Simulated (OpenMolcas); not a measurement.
## OpenMolcas run: Co

Input:

```
&GATEWAY
Coord
1

Co 0.0 0.0 0.0
Basis=ANO-RCC-VTZP
Group=XYZ
NoMove
AngMom=0.0 0.0 0.0
AMFI
&SEWARD
* reference wave functions (RASSCF and RASSI steps not shown): 9 electrons in 6 orbitals (3d 4s)
>>> COPY JOB001 $Project.JobIph
&CASPT2
Multistate=20 1 2 3 4 5 6 7 8 9 10 11 12 13 14 15 16 17 18 19 20
Frozen=3 6
IPEA=0.25
Imaginary=0.1
MaxIter=60
WThr=0.0 0.3 0.05
PrWF=0.5
NoMix
>>> COPY JOB002 $Project.JobIph
&CASPT2
Multistate=40 1 2 3 4 5 6 7 8 9 10 11 12 13 14 15 16 17 18 19 20 21 22
23 24 25 26 27 28 29 30 31 32 33 34 35 36 37 38 39 40
Frozen=3 6
IPEA=0.25
Imaginary=0.1
MaxIter=60
WThr=0.0 0.3 0.05
PrWF=0.5
NoMix
```

Launched by
```bash
OMP_NUM_THREADS=1 MOLCAS_MEM=1689 MOLCAS_PROJECT=a pymolcas a.inp > a.log  # once for each step of the input, in one work folder
```

Output, cut to the results:

```
--- CASPT2 ---
Orbital specifications:
      -----------------------

      Symmetry species                           1   2
                                                ag  au
      Frozen orbitals                            3   6
      Inactive orbitals                          0   0
      Active orbitals                            6   0
      Secondary orbitals                        21  23
      Deleted orbitals                           0   0
      Number of basis functions                 30  29
Type of calculation                        MS-CASPT2
      Fock operator                              state-specific
      IPEA shift                                 0.25
      Real shift                                 0.00
      Imaginary shift                            0.10
      The input orbitals will be transformed to quasi-canonical
Reference energy:       -1391.8158035511
      E2 (Non-variational):      -0.3048788064
      Shift correction:          -0.0006737396
      E2 (Variational):          -0.3055525460
      Total energy:           -1392.1213560970
      Residual norm:              0.0000001126
      Reference weight:           0.90739
      Contributions to the CASPT2 correlation energy
      Active & Virtual Only:         -0.3048788064
      One Inactive Excited:           0.0000000000
      Two Inactive Excited:           0.0000000000
Reference energy:       -1391.8158035511
      E2 (Non-variational):      -0.3069280522
      Shift correction:          -0.0006737130
      E2 (Variational):          -0.3076017653
      Total energy:           -1392.1234053163
      Residual norm:              0.0000009988
      Reference weight:           0.90652
      Contributions to the CASPT2 correlation energy
      Active & Virtual Only:         -0.3069280522
      One Inactive Excited:           0.0000000000
      Two Inactive Excited:           0.0000000000
::    CASPT2 Root  1     Total energy:  -1392.12135610
::    CASPT2 Root  2     Total energy:  -1392.12340532
::    CASPT2 Root  3     Total energy:  -1392.12226750
::    CASPT2 Root  4     Total energy:  -1392.12393076
::    CASPT2 Root  5     Total energy:  -1392.12509419
::    CASPT2 Root  6     Total energy:  -1392.12255640
::    CASPT2 Root  7     Total energy:  -1392.12145522
::    CASPT2 Root  8     Total energy:  -1392.08689602
::    CASPT2 Root  9     Total energy:  -1392.08841893
::    CASPT2 Root 10     Total energy:  -1392.08861928
::    CASPT2 Root 11     Total energy:  -1392.08768554
::    CASPT2 Root 12     Total energy:  -1392.08766597
::    CASPT2 Root 13     Total energy:  -1392.08772601
::    CASPT2 Root 14     Total energy:  -1392.08813962
::    CASPT2 Root 15     Total energy:  -1392.05354382
::    CASPT2 Root 16     Total energy:  -1392.05354392
::    CASPT2 Root 17     Total energy:  -1392.05354388
::    CASPT2 Root 18     Total energy:  -1392.02776233
::    CASPT2 Root 19     Total energy:  -1392.02776235
::    CASPT2 Root 20     Total energy:  -1392.02776229
::    MS-CASPT2 Root  1     Total energy:  -1392.12559468
::    MS-CASPT2 Root  2     Total energy:  -1392.12484062
::    MS-CASPT2 Root  3     Total energy:  -1392.12299788
::    MS-CASPT2 Root  4     Total energy:  -1392.12269020
::    MS-CASPT2 Root  5     Total energy:  -1392.12254571
::    MS-CASPT2 Root  6     Total energy:  -1392.12140955
::    MS-CASPT2 Root  7     Total energy:  -1392.12005618
::    MS-CASPT2 Root  8     Total energy:  -1392.08999086
::    MS-CASPT2 Root  9     Total energy:  -1392.08927904
::    MS-CASPT2 Root 10     Total energy:  -1392.08901067
--- CASPT2 ---
Orbital specifications:
      -----------------------

      Symmetry species                           1   2
                                                ag  au
      Frozen orbitals                            3   6
      Inactive orbitals                          0   0
      Active orbitals                            6   0
      Secondary orbitals                        21  23
      Deleted orbitals                           0   0
      Number of basis functions                 30  29
Type of calculation                        MS-CASPT2
      Fock operator                              state-specific
      IPEA shift                                 0.25
      Real shift                                 0.00
      Imaginary shift                            0.10
      The input orbitals will be transformed to quasi-canonical
Reference energy:       -1391.7371942681
      E2 (Non-variational):      -0.3061982703
      Shift correction:          -0.0006298878
      E2 (Variational):          -0.3068281581
      Total energy:           -1392.0440224262
      Residual norm:              0.0000002044
      Reference weight:           0.90885
      Contributions to the CASPT2 correlation energy
      Active & Virtual Only:         -0.3061982703
      One Inactive Excited:           0.0000000000
      Two Inactive Excited:           0.0000000000
Reference energy:       -1391.7371942681
      E2 (Non-variational):      -0.3061739230
      Shift correction:          -0.0006299121
      E2 (Variational):          -0.3068038351
      Total energy:           -1392.0439981032
      Residual norm:              0.0000002058
      Reference weight:           0.90886
      Contributions to the CASPT2 correlation energy
      Active & Virtual Only:         -0.3061739230
      One Inactive Excited:           0.0000000000
      Two Inactive Excited:           0.0000000000
::    CASPT2 Root  1     Total energy:  -1392.04402243
::    CASPT2 Root  2     Total energy:  -1392.04399810
::    CASPT2 Root  3     Total energy:  -1392.04396452
::    CASPT2 Root  4     Total energy:  -1392.04399036
::    CASPT2 Root  5     Total energy:  -1392.04398068
::    CASPT2 Root  6     Total energy:  -1392.04401256
::    CASPT2 Root  7     Total energy:  -1392.04402309
::    CASPT2 Root  8     Total energy:  -1392.04396789
::    CASPT2 Root  9     Total energy:  -1392.04396936
...
```

Levels above the lowest, from the spin-orbit matrix with the single-state CASPT2 energies, averaged by term, on its diagonal:

```tsv
Configuration	Term	J	E (cm-1)	Measured (cm-1)	g	Term weight %
3d7 4s2	4F	9/2	0.0	0.0	1.334	100
3d7 4s2	4F	7/2	772	816	1.238	100
3d7 4s2	4F	5/2	1340	1407	1.029	100
3d7 4s2	4F	3/2	1729	1809	0.399	100
3d8 4s	4F	9/2	7710	3483	1.334	100
3d8 4s	4F	7/2	8390	4143	1.236	97
3d8 4s	4F	5/2	8980	4690	1.027	99
3d8 4s	4F	3/2	9410	5076	0.400	100
3d8 4s	2F	7/2	11130	7442	1.146	97
3d8 4s	2F	5/2	12220	8461	0.860	98
3d7 4s2	4P	5/2	15730	13795	1.601	100
3d7 4s2	4P	3/2	16010	14036	1.725	98
3d7 4s2	4P	1/2	16350	14399	2.651	99
3d7 4s2	2G	9/2	17730		1.109	98
3d7 4s2	2G	7/2	18470		0.889	100
3d8 4s	4P	5/2	20970	15184	1.491	73
3d8 4s	4P	3/2	21650	15774	1.481	73
3d7 4s2	2P	3/2	21830		1.274	79
3d8 4s	4P	1/2	22070	16196	2.669	100
3d8 4s	2D	3/2	22340		1.048	70
3d8 4s	2D	5/2	22520		1.305	72
3d7 4s2	2P	1/2	22670		0.686	99
3d7 4s2	2D	5/2	23730		1.205	98
3d7 4s2	2H	11/2	23920		1.091	100
```

Against the 15 measured excited levels shown (NIST Handbook of Basic Atomic Spectroscopic Data) the mean absolute deviation is 3200 cm-1; the largest miss in energy is 3d8 4s 4P 3/2 [73 %]: computed 21650, measured 15774 cm-1 (+37.2 %), and the largest in proportion 3d8 4s 4F 9/2 (+121.5 %).

CASPT2 does not keep the components of a term degenerate, so their means are used; among the terms shown or strongly mixed into the levels shown the widest spread is 820 cm-1 (3d7 4s2 4F). Terms from blocks run as CI alone lack orbitals of their own. A single d shell beside an s shell can misplace configurations of different d count against each other. Measured partners are found by configuration, term and J. A level has none where our copy of the source lacks it or the pairing is in doubt (some pairs that miss far off the trend of their configuration count as doubtful), and it then counts in no deviation. Levels of configurations outside the active space are missing. The first state left out of the spin-orbit step lies near 35000 cm-1 above the lowest spin-free state of the reference (among the parities and spins computed), and the list stops at four fifths of that energy or lower. The table shows the lowest 24 of 26 levels.

The CASPT2 steps took 6.9 s on 1 thread of AMD EPYC 9R45 96-Core Processor (Zen 5) (shared host); the integral step is not counted.

The term weight is that of the spin-free term in the level, not the purity of its configuration. A share in square brackets marks a mixed level and gives the weight of the term that names it.
